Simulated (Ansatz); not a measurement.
Species: sum formula SiN$_{3}$H$_{6}$, net charge 0, doublet state. It need not be the lowest isomer of its formula. 
Geometry from a B3LYP-D3(BJ)/def2-TZVP (Ansatz, a first-principles code) optimisation:
SMILES: N[SiH](N)[NH]
```xyz
10

Si    -0.1049     0.0798     0.3409
N     -0.4900     1.5868    -0.4643
N     -0.9460    -1.2194    -0.4079
N      1.5728    -0.2762     0.2385
H     -0.3743     0.2975     1.7789
H     -0.6190     1.4989    -1.4758
H     -0.8483    -2.1587    -0.0523
H     -1.8675    -1.0729    -0.7897
H      2.2280     0.1814     0.8534
H      1.9920    -0.5012    -0.6512
```
Charge 0, spin multiplicity 2.

Total electronic energies in hartree. Correlated levels leave the core frozen unless marked. Open shells are spin-unrestricted. Spin-orbit coupling is left out. Non-relativistic unless marked X2C. Basis-set limits of correlation are two-point, X^-3; Hartree-Fock from the larger set.

```csv
level,program,energy (Eh)
HF/cc-pV(D+d)Z,Ansatz,-455.82681
HF/cc-pwCVTZ,Ansatz,-455.90915
PBE-D4/def2-TZVPD,Ansatz + dftd4,-457.11300
revPBE-D3(BJ)/def2-TZVPD,Ansatz + dftd3,[?]
r2SCAN-D4/def2-TZVPD,Ansatz + dftd4,-457.34759
PBE0/6-31G*,Ansatz,-457.02071
BHLYP-D3(BJ)/def2-TZVPD,Ansatz + dftd3,-457.38022
LC-wPBE-D3(BJ)/def2-TZVPD,Ansatz + dftd3,[?]
RPA@PBE/cc-pV(T+d)Z,Ansatz,-457.06165
MP2/STO-3G,Ansatz,-450.45839
MP2/6-31G*,Ansatz,-456.31876
RI-MP2/aug-cc-pV(T+d)Z,Ansatz,-456.65007
SCS-MP2/6-31G,Ansatz,-456.00815
SCS-MP2/cc-pV(D+d)Z,Ansatz,-456.39341
SCS-MP2/cc-pVTZ,Ansatz,-456.62118
SCS-MP2/cc-pwCVTZ,Ansatz,-456.64147
SCS-MP2/cc-pV(Q+d)Z,Ansatz,-456.70377
CCSD(T)/6-31G,Ansatz,-456.04983
CCSD(T)/6-31G*,Ansatz,-456.37603
CCSD(T)/aug-cc-pV(T+d)Z,Ansatz,-456.71807
X2C-CCSD(T)/cc-pVTZ-DK,Ansatz,-457.37814
"CCSD(T)/CBS(aug-cc-pV(T+d)Z,aug-cc-pV(Q+d)Z)",Ansatz,-456.8001
"CCSD(T)/CBS(cc-pV(T+d)Z,cc-pV(Q+d)Z)",Ansatz,-456.7998
```

Problem. What belongs in the gaps?

Solution. 
- revPBE-D3(BJ)/def2-TZVPD, energy (Eh): -457.36315
- LC-wPBE-D3(BJ)/def2-TZVPD, energy (Eh): -457.27736
